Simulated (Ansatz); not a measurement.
`O[SiH](O)[O][AlH2]` + `[OH][GeH2][OH]` → `[OH][GeH2][O][SiH](O)O` + `[OH][AlH2]`  (ligand exchange at the Si–O bond)

Computed with Ansatz on PBE0-D4/def2-TZVP structures; ΔE is electronic, products minus reactants. CCSD(T)/CBS adds triple-zeta CCSD(T) − MP2 to the extrapolated MP2 energy (def2 sets, frozen cores). This one scheme is used for every species. DFT in def2-TZVPP. For Ge outer-core shells are correlated without core-valence functions, which leaves a few kJ/mol of doubt a bond. Scalar relativity is left out up to krypton. One conformer a species, not always the lowest.

Task: Is it downhill or uphill in electronic energy at CCSD(T)/CBS, and by how much? (Best estimate.)

Result: Ansatz gave: Downhill: ΔE = -5.6 kJ/mol.

Task: What do these levels give: PBE-D4, r2SCAN-D4, ωB97X-V, ωB97M-V, MP2/CBS(def2), CCSD/CBS(def2)? (Estimate.)

Result: The calculation gave: PBE-D4 -6.5, r2SCAN-D4 -6.3, ωB97X-V -6.3, ωB97M-V -7.0, MP2/CBS(def2) -5.6, CCSD/CBS(def2) -3.9 kJ/mol.

Largest T1 diagnostic among the species: 0.012.

In def2-TZVPP, CCSD(T) changes the Hartree–Fock value by −9.5 kJ/mol (the triples alone add −1.7 kJ/mol) and MP2 by −9.5 kJ/mol. The D4 term adds −5.7 kJ/mol with B3LYP and −3.2 kJ/mol with PBE0; it sums over pairs of atoms, weighted by their polarisabilities, and B3LYP, whose exchange is more repulsive, gets the larger term.

B3LYP here is the variant with VWN-RPA as its local correlation; programs differ in this.
